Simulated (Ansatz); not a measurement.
Ansatz results at the PBE0-D4/def2-TZVP geometry: size of the dipole moment (B3LYP/def2-TZVPP) 0.23 D; LUMO energy (ωB97M-V/def2-TZVPP) 1.58 eV; LUMO energy (B3LYP/def2-TZVPP) -0.65 eV.

Which molecule gave them?
A. `[Cl][Ge]([Cl])([Cl])[SeH]`
B. `C[O][GeH2][SH]`
C. `C#[C][GeH]([C]#C)[C]#C`
D. `[OH][Ge]([OH])([F])[F]`

C. The others give `[OH][Ge]([OH])([F])[F]`: 0.02, 1.03, -1.25; `C[O][GeH2][SH]`: 0.30, 2.07, -0.12; `[Cl][Ge]([Cl])([Cl])[SeH]`: 1.62, -0.17, -2.45.

B3LYP here is the variant with VWN-RPA as its local correlation; programs differ in this.
